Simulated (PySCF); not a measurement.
Start geometry of `I[Si-](I)I` ([SiI3]-) from GFN2-xTB (Å):
```
atom  x, y, z in Å
Si1   -0.0075    0.0045    0.9156
I2     2.3169   -0.0326   -0.2937
I3    -1.1279    2.0198   -0.3211
I4    -1.1815   -1.9917   -0.3008
```

Q: What comes out of this run: PBE0-D3(BJ)/def2-SVP geometry optimisation, gas phase, def2 core potentials past Kr in PySCF?

A: 
```
atom  x, y, z in Å
Si1   -0.0091    0.0053    0.9215
I2     2.3232   -0.0344   -0.2889
I3    -1.1297    2.0274   -0.3266
I4    -1.1845   -1.9983   -0.3059
```

The energy falls by 0.001 eV over 3 energy and gradient evaluations, the largest force component goes from 0.0022 to 1.6e-04 Eh/bohr, and the atoms move by 0.007 Å rms after alignment. Among the bonds, Si1–I3 and Si1–I4 change most and about equally (+0.011 Å). Bonds longer at the end by more than 0.005 Å: 3 of 3; shorter: 0. Rotational constants go from 477.4, 476.7, 247.6 to 474.8, 473.2, 246.1 MHz. The orientation of the end geometry is arbitrary; only internal coordinates are fixed.

The run used 96 basis functions and 22 SCF cycles in all. Time: 18 s of wall time; peak memory 0.39 GiB. Hardware: an Arm Neoverse V2 with one thread, on a shared host.

No frequency check.
